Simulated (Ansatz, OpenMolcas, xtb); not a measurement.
# SiCl2OF (SMILES [O][Si](F)(Cl)Cl): methods side by side

The species is SiCl2OF (5 atoms), meant as a doublet with charge 0. SMILES: `[O][Si](F)(Cl)Cl`. The shape is that of a PBE0-D4/def2-TZVP optimisation.

```xyz
5

O     1.2052   -1.1209    0.3510
Si    0.0020   -0.0373    0.0719
F    -0.9445    0.1755    1.3111
Cl   -1.0886   -0.8158   -1.4285
Cl    0.8757    1.7250   -0.3470
```

Quantity: the vertical ionisation energy (to the singlet cation), in eV. The values are calculated.

```csv
level,kind,program,value (eV),CPU time (all runs)
GFN1-xTB,semi-empirical,xtb,15.73,under 2 s
UHF/cc-pVDZ,Hartree–Fock,Ansatz,14.74,17 s
USVWN5/cc-pVDZ,LDA,Ansatz,12.13,18 s
U-revPBE/cc-pVDZ,GGA,Ansatz,12.06,34 s
U-r2SCAN/cc-pVDZ,meta-GGA,Ansatz,12.79,84 s
UM06-2X/cc-pVDZ,hybrid meta-GGA,OpenMolcas,13.74,2.3 min
U-wB97X/cc-pVDZ,range-separated hybrid,Ansatz,13.86,2.7 min
UB2PLYP/cc-pVDZ,double hybrid,Ansatz,12.81,61 s
UCCSD/cc-pVDZ,coupled cluster or CI,Ansatz,13.25,1.8 min
```

The values span 12.06 to 15.73 eV. The xTB values lack the empirical shift that such differences need. Times are those of the runs behind each value, whatever else they computed, on shared processors of several kinds: orders of magnitude only.
